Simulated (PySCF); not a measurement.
CH3BSi, SMILES `B=C=[SiH2]`, neutral singlet in the gas phase. 

Cartesian coordinates (Å):
```xyz
6

B      1.8203    -0.0051     0.0275
C      0.4724    -0.0057     0.0053
Si    -1.2031     0.0011    -0.0184
H      2.9891    -0.0046     0.0473
H     -2.0351     1.2219    -0.0359
H     -2.0456    -1.2127    -0.0250
```
Charge 0, multiplicity 1.

All levels are single points at this geometry (B3LYP-D3(BJ)/def2-TZVP); Pople sets use spherical d functions. Orbital energies aren't observables, and empty levels follow the basis.

HF/6-31G* in PySCF gives HOMO (eV) = -8.66.

Q: Estimate the HOMO (eV) from each of these levels: B3LYP-D3(BJ)/def2-TZVP in PySCF; PBE-D3(BJ)/def2-TZVP in PySCF; B3LYP/3-21G in PySCF; B3LYP/6-311+G** in PySCF; B3LYP/6-31G* in PySCF; M06-2X/6-31G* in PySCF; PBE/6-31G* in PySCF; HF/3-21G in PySCF.

A: 
```csv
level,HOMO (eV)
B3LYP-D3(BJ)/def2-TZVP in PySCF,-6.40
PBE-D3(BJ)/def2-TZVP in PySCF,-5.61
B3LYP/3-21G in PySCF,-6.24
B3LYP/6-311+G** in PySCF,-6.40
B3LYP/6-31G* in PySCF,-6.17
M06-2X/6-31G* in PySCF,-7.47
PBE/6-31G* in PySCF,-5.38
HF/3-21G in PySCF,-8.75
```
